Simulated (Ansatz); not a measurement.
Consider the hydrogenolysis of the Si–C bond: `O[Si](O)(F)C[SiH2]Cl` + H₂ → `O[SiH](O)F` + `C[SiH2]Cl`.

Gas-phase electronic energies from Ansatz, PBE0-D4/def2-TZVP geometries. CCSD(T)/CBS adds triple-zeta CCSD(T) − MP2 to the extrapolated MP2 energy (def2 sets, frozen cores). This one scheme is used for every species. Functionals use def2-TZVPP. B3LYP here is the variant with VWN-RPA as its local correlation; programs differ in this. One conformer a species, not always the lowest.

(1) Is it downhill or uphill in electronic energy at CCSD(T)/CBS, and by how much? (Best estimate.)

(2) What do these levels give: r2SCAN-D4, B3LYP-D4, ωB97X-V, ωB97M-V, PBE0, B3LYP, HF/def2-TZVPP, SCS-MP2/def2-TZVPP, CCSD/def2-TZVPP, CCSD(T)/def2-TZVPP, HF/def2-QZVPP, CCSD/CBS(def2)? (Best estimate.)

Largest T1 diagnostic among the species: 0.011.

Answers

(1) Computed: Nearly level: ΔE = +1.6 kJ/mol.

(2) The calculation gave: r2SCAN-D4 5.4, B3LYP-D4 1.9, ωB97X-V 0.0, ωB97M-V 3.8, PBE0 -8.4, B3LYP -19.2, HF/def2-TZVPP -31.8, SCS-MP2/def2-TZVPP -4.8, CCSD/def2-TZVPP -6.3, CCSD(T)/def2-TZVPP -0.3, HF/def2-QZVPP -32.5, CCSD/CBS(def2) -4.4 kJ/mol.

In def2-TZVPP, CCSD(T) changes the Hartree–Fock value by +31.5 kJ/mol (the triples alone add +6.0 kJ/mol) and MP2 by +35.9 kJ/mol. The D4 term adds +21.1 kJ/mol with B3LYP and +11.9 kJ/mol with PBE0; it sums over pairs of atoms, weighted by their polarisabilities, and B3LYP, whose exchange is more repulsive, gets the larger term.
